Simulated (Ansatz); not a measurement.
C$_{5}$H$_{12}$Si, singlet, geometry from GFN2-xTB; Ansatz (a first-principles code) with HF/6-311G**.

Here is a job for Ansatz.
Ansatz 0.2 input:
```yaml
crystal:
  periodic: [false, false, false]
  atoms:
    - {symbol: Si, position_ang: [0.09838873, 0.45712817, -0.45584016]}
    - {symbol: C, position_ang: [0.23328045, 2.35315227, -0.38949101]}
    - {symbol: C, position_ang: [1.35798730, -0.29190046, 0.73666474]}
    - {symbol: C, position_ang: [2.08275907, -1.37260850, 0.49414731]}
    - {symbol: C, position_ang: [-1.65400114, -0.07736770, 0.08904243]}
    - {symbol: C, position_ang: [-1.83600302, -1.59090526, 0.08573083]}
    - {symbol: H, position_ang: [0.35808263, -0.02388232, -1.82417446]}
    - {symbol: H, position_ang: [-0.48584054, 2.82318206, -1.05287123]}
    - {symbol: H, position_ang: [0.05029972, 2.73138385, 0.61207784]}
    - {symbol: H, position_ang: [1.22234121, 2.68437555, -0.68951356]}
    - {symbol: H, position_ang: [1.48066600, 0.19448708, 1.69861653]}
    - {symbol: H, position_ang: [2.78239469, -1.78069344, 1.20879555]}
    - {symbol: H, position_ang: [2.01005322, -1.90221386, -0.44204054]}
    - {symbol: H, position_ang: [-2.40010080, 0.37155805, -0.56887777]}
    - {symbol: H, position_ang: [-1.86276371, 0.30055734, 1.09202068]}
    - {symbol: H, position_ang: [-1.11604875, -2.06270239, 0.75094812]}
    - {symbol: H, position_ang: [-1.68325133, -1.99198156, -0.91349025]}
    - {symbol: H, position_ang: [-2.83741060, -1.86608691, 0.41370544]}
basis:
  gaussian:
    orbitals: 6-311G__.json
hamiltonian:
  xc: hf
```
The basis file holds 6-311G** in the JSON format of the Basis Set Exchange.

It wrote (shortened):

```
Functional definition: HF
1710 factors; their error is unknown
mean field evaluation 1: about -13201.4357 eV, gradient 3.9e1 eV
mean field evaluation 2: about -13205.3088 eV, gradient 1.5e1 eV
mean field evaluation 4: about -13205.9157 eV, gradient 6.5e-1 eV
mean field evaluation 8: about -13205.9910 eV, gradient 4.3e-1 eV
mean field -13205.99108184 eV, -485.3112209153 hartree, gradient 2.5e-5 eV, S^2 0.000000; 0 other end points of the search recorded, 0 dependent functions left out
reference -13205.99108184 eV, -485.3112209153 hartree; 28, 28 occupied and 161, 161 virtual orbitals, 1710 factors
Total energy: -13205.99108184 eV, -485.3112209153 hartree
```
